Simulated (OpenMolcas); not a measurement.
Pd3+ (d7) among equal point charges was computed by CASSCF with the d shell active (OpenMolcas, ANO-RCC-VDZP on the metal). Its lowest spin-free states, and all those of the highest spin:

```tsv
2S+1	Degeneracy	E (cm-1)
4	1	0.0
4	3	1197
4	3	2135
4	3	16316
2	2	16962
2	3	17047
2	1	17113
2	3	17456
2	3	21605
2	3	21971
2	2	22549
2	3	22589
```

Task: Is the site octahedral, tetrahedral or cube-like, axial, or of lower symmetry?

Result: The states with 2S+1 = 4 have orbital degeneracies 1, 3, 3, 3. Threefold states need a cubic site. For d7 at this spin an octahedron puts the threefold T1 below the threefold T2 and a tetrahedron or cube puts the single A2 below the threefold T2, so the site is a tetrahedron or a cube, which this pattern cannot tell apart. The first gap at this spin, 1200 cm-1, is |10Dq| in ligand-field theory. The run had Pd3+ among 4 point charges of -1.5 e arranged as a tetrahedron (Td), 2.33 Å from the ion.

Spin-orbit coupling mixes the spin-free states strongly: the lowest level takes only 53 % from its leading state, 4A2. Without dynamic correlation the repulsion within the d shell is too large (B by tens of per cent), so at a given field states of lower spin stand too high. The ground term spreads over less than 5000 cm-1, several times less than with real ligands, so orbital moments are less quenched and χT lies further from the spin-only value than at real sites. Point charges carry no covalency, so the field is a model and not that of real ligands. No measured value stands beside these numbers.
